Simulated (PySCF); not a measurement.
Ga(Vi)(OH)(NH2), SMILES [Ga]([NH2])([OH])[CH]=C (C2H6GaNO) (PBE0/def2-SVP optimised geometry):

```
11

Ga     0.355     0.186     0.000
C     -0.532    -1.538     0.006
C     -1.862    -1.695     0.019
H      0.091    -2.441     0.000
H     -2.334    -2.685     0.023
H     -2.554    -0.845     0.026
O      2.145     0.186     0.000
H      2.554     1.056    -0.005
N     -0.495     1.788     0.000
H     -0.027     2.685    -0.011
H     -1.501     1.896    -0.010
```

Computed with PBE0/def2-TZVP in PySCF.

Problem. What are the frontier orbital energies and the dipole moment?

Solution. HOMO-2 -8.49 eV, HOMO-1 -8.03 eV, HOMO -7.22 eV, LUMO -0.79 eV, LUMO+1 0.15 eV; dipole moment 2.10 D.

On the same geometry PBE/def2-TZVP run with PySCF gives HOMO-2 -7.16 eV, HOMO-1 -6.74 eV, HOMO -5.80 eV, LUMO -1.71 eV, LUMO+1 -0.73 eV; dipole moment 2.05 D.

Meta-Löwdin charges at PBE0/def2-TZVP: Ga1 0.80, C2 -0.32, C3 -0.21, H4 0.13, H5 0.12, H6 0.11, O7 -0.73, H8 0.33, N9 -0.70, H10 0.23, H11 0.24.
